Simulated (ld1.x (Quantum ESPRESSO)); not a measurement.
**Reading a pseudo-wave (Cr (Z = 24))**

Columns: radius, all-electron u(r) and pseudo u(r) of the 3d shell (level -22.86 eV) of chromium in the configuration [Ne] 3s2 3p6 3d4 4s0 4p0; PBE, scalar-relativistic, TM scheme, ld1.x (Quantum ESPRESSO) 7.5.

```json
{"r (bohr)": "0.078", "all-electron": "0.0277", "pseudo": "0.0084"}
{"r (bohr)": "0.155", "all-electron": "0.1306", "pseudo": "0.0606"}
{"r (bohr)": "0.232", "all-electron": "0.2771", "pseudo": "0.1776"}
{"r (bohr)": "0.310", "all-electron": "0.4317", "pseudo": "0.3492"}
{"r (bohr)": "0.388", "all-electron": "0.5700", "pseudo": "0.5350"}
{"r (bohr)": "0.465", "all-electron": "0.6811", "pseudo": "0.6911"}
{"r (bohr)": "0.542", "all-electron": "0.7653", "pseudo": "0.7974"}
{"r (bohr)": "0.620", "all-electron": "0.8246", "pseudo": "0.8556"}
{"r (bohr)": "0.698", "all-electron": "0.8604", "pseudo": "0.8788"}
{"r (bohr)": "0.775", "all-electron": "0.8766", "pseudo": "0.8836"}
{"r (bohr)": "0.852", "all-electron": "0.8778", "pseudo": "0.8791"}
{"r (bohr)": "0.930", "all-electron": "0.8676", "pseudo": "0.8676"}
{"r (bohr)": "1.008", "all-electron": "0.8488", "pseudo": "0.8488"}
{"r (bohr)": "1.085", "all-electron": "0.8243", "pseudo": "0.8243"}
{"r (bohr)": "1.162", "all-electron": "0.7959", "pseudo": "0.7959"}
{"r (bohr)": "1.240", "all-electron": "0.7643", "pseudo": "0.7643"}
{"r (bohr)": "1.318", "all-electron": "0.7312", "pseudo": "0.7312"}
{"r (bohr)": "1.395", "all-electron": "0.6977", "pseudo": "0.6977"}
{"r (bohr)": "1.472", "all-electron": "0.6640", "pseudo": "0.6640"}
{"r (bohr)": "1.550", "all-electron": "0.6302", "pseudo": "0.6302"}
{"r (bohr)": "1.628", "all-electron": "0.5970", "pseudo": "0.5970"}
{"r (bohr)": "1.705", "all-electron": "0.5650", "pseudo": "0.5650"}
{"r (bohr)": "1.782", "all-electron": "0.5340", "pseudo": "0.5340"}
{"r (bohr)": "1.860", "all-electron": "0.5037", "pseudo": "0.5037"}
{"r (bohr)": "1.938", "all-electron": "0.4745", "pseudo": "0.4745"}
{"r (bohr)": "2.015", "all-electron": "0.4470", "pseudo": "0.4470"}
```

Task: How many radial nodes do the two functions have?

Result: The all-electron 3d function has n − l − 1 = 0; the pseudo-wave has 0.

Task: At about which radius was the pseudo-wave matched?

Result: 1.00 bohr, where the columns begin to agree (steps of 0.08 bohr).

Task: Is the pseudo-wave norm-conserving?

Result: Yes: the TM scheme keeps the norm inside the radius equal to the all-electron one, which fixes the energy derivative of the logarithmic derivative at the level.
